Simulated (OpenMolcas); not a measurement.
# W3+: moving or changing the point charges

W3+ among 4 point charges of -2.5 e arranged as a square (D4h), 2.17 Å from the ion.

* Program: OpenMolcas 26.06
* Method: CASSCF
* Basis: ANO-RCC-VDZP [7s6p4d2f1g]
* Scalar Hamiltonian: DKH2, point nucleus
* Active space: 3 electrons in 5 orbitals (5d)
* State averaging: 2S+1 = 4 even, 10 roots; 2S+1 = 2 even, 40 roots
* Spin-orbit coupling: RASSI with atomic mean-field integrals over the reference wave functions

Runs around this geometry, states (labels of D4, the rotations of D4h). Energies in cm-1 above the lowest state or level, χT in cm3 K/mol.

```csv
R (Å),q (e),Ground state,First state of that spin,First gap with spin-orbit (degeneracies),χT at 300 K,First state of another spin
2.17,-1.62,4A2,4E 6905,"387.5 (2, 2)",1.164,2E 11124
2.17,-2.5,4A2,4E 14370,"251.0 (2, 2)",1.347,2E 3338
2.28,-2.5,4A2,4E 11775,"295.6 (2, 2)",1.380,2E 6350
```

Taking the first state of the same spin as R^-n, n = -ln(11775 / 14370) / ln(2.28 / 2.17) = 4.0 between the shortest and longest distance.

Scaling the charges by -1.62 / -2.5 = 0.65 scales the first state of the same spin by 6905 / 14370 = 0.48; with fixed orbitals a first-order splitting would follow the charge.

Without dynamic correlation the repulsion within the d shell is too large (B by tens of per cent), so at a given field states of lower spin stand too high. Point charges carry no covalency, so the field is a model and not that of real ligands. No measured value stands beside these numbers.
